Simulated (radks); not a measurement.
All-electron atom: Ca4.25+ in [Ne] 3s2 3p(up 2.5, down 1.25) (fractional occupations, a model configuration).

All-electron calculation, non-relativistic Kohn-Sham, PBE, spin-polarised, spherical densities, point nucleus. Program: a radial shooting solver on a logarithmic mesh with Libxc functionals.

Energy parts (eV):
total: -18274.599
kinetic: 18259.080
electron-nucleus: -42318.376
Hartree: 6710.902
exchange-correlation: -926.204

Orbitals (lengths in bohr, moments of r in powers of bohr; <r^-3> diverges for s and p1/2; r(max) is where P^2 peaks):
| orbital | occ. | eigenvalue (eV) | <r^4> | <r^-3> | <1/r> | r(max) |
|---|---|---|---|---|---|---|
| 1s up | 1 | -3994.098 | 0.0001657 | - | 19.54 | 0.05081 |
| 1s down | 1 | -3993.676 | 0.0001656 | - | 19.54 | 0.05081 |
| 2s up | 1 | -474.1494 | 0.04447 | - | 4.015 | 0.3018 |
| 2s down | 1 | -473.7920 | 0.04432 | - | 4.015 | 0.3018 |
| 2p up | 3 | -398.3549 | 0.03653 | 184.2 | 3.944 | 0.2470 |
| 2p down | 3 | -397.8325 | 0.03640 | 184.0 | 3.944 | 0.2472 |
| 3s up | 1 | -102.6377 | 2.884 | - | 1.279 | 0.9710 |
| 3s down | 1 | -100.5070 | 2.942 | - | 1.276 | 0.9714 |
| 3p up | 2.5 | -82.8816 | 3.775 | 23.65 | 1.185 | 1.001 |
| 3p down | 1.25 | -80.8341 | 3.893 | 23.50 | 1.180 | 1.002 |

The highest occupied level is 3p down at -80.834 eV. Summed over all electrons, <r^2> = 9.624 bohr^2, which gives a Langevin (diamagnetic) susceptibility term of -7.62 x 10^-6 cm^3/mol. The density falls to 0.001 e/bohr^3 at r = 2.62 bohr. The electron density at the nucleus is 5333 e/bohr^3. Spin moment in Bohr magnetons: 1.25.
